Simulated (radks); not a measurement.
Spherical quantum dot in the effective-mass picture: electrons in a well V = -V0 / (1 + exp((r - R)/a)) with V0 = 22.7, R = 2.26, a = 0.27, all in effective atomic units (hartree* = m*/eps^2 hartree, bohr* = eps/m* bohr), one dielectric constant everywhere. Method: non-relativistic Kohn-Sham, LDA (Slater exchange, Perdew-Wang correlation), spin-polarised, spherical densities; computed with a radial shooting solver with Libxc functionals. Levels are named by radial order and angular momentum (1s, 1p, 1d, 2s, ...), and open shells are averaged over m. Each electron was tried in the lowest free levels, single moves between levels near the top were tried too, and the lowest total energy was kept; such a search can miss a lower state. The series stops at N = 25: beyond it a trial failed or the search could not be trusted, so later rows were left out. At N = 1 the Hartree and exchange-correlation terms need not cancel, so that row can carry a self-interaction error.

N	open shells	2S	mu = E(N) - E(N-1) (hartree*)	addition energy mu(N+1) - mu(N) (hartree*)	rms radius (bohr*)
1	1s(up 1, down 0)	1	-21.120	0.8504	1.037
2	none	0	-20.269	1.917	1.072
3	1p(up 1, down 0)	1	-18.352	0.6274	1.156
4	1p(up 2, down 0)	2	-17.725	0.6409	1.203
5	1p(up 3, down 0)	3	-17.084	0.8195	1.236
6	1p(up 3, down 1)	2	-16.264	0.6059	1.262
7	1p(up 3, down 2)	1	-15.658	0.6166	1.284
8	none	0	-15.042	1.960	1.303
9	1d(up 1, down 0)	1	-13.082	0.5747	1.332
10	1d(up 2, down 0)	2	-12.507	0.5761	1.355
11	1d(up 3, down 0)	3	-11.931	0.5761	1.376
12	1d(up 4, down 0)	4	-11.355	0.5752	1.394
13	1d(up 5, down 0)	5	-10.780	0.7295	1.410
14	1d(up 5, down 1)	4	-10.051	0.5564	1.425
15	1d(up 5, down 2)	3	-9.4942	0.5578	1.439
16	1d(up 5, down 3)	2	-8.9364	0.5580	1.452
17	1d(up 5, down 4)	1	-8.3785	0.5574	1.464
18	none	0	-7.8210	1.584	1.475
19	2s(up 1, down 0)	1	-6.2374	0.7247	1.479
20	none	0	-5.5127	0.8071	1.484
21	1f(up 1, down 0)	1	-4.7056	0.5265	1.497
22	1f(up 2, down 0)	2	-4.1791	0.5258	1.510
23	1f(up 3, down 0)	3	-3.6533	0.5250	1.522
24	1f(up 4, down 0)	4	-3.1284	0.5239	1.533
25	1f(up 5, down 0)	5	-2.6044	-	1.544

All shells are closed at N = 2, 8, 18, 20 (there: 1s2 1p6 1d10 2s2); the second difference of the energy has clear peaks (12 % above both neighbours; the first and last values, which can be the largest, are not judged, and half-filled shells can peak too) at N = 2, 5, 8, 13, 18.
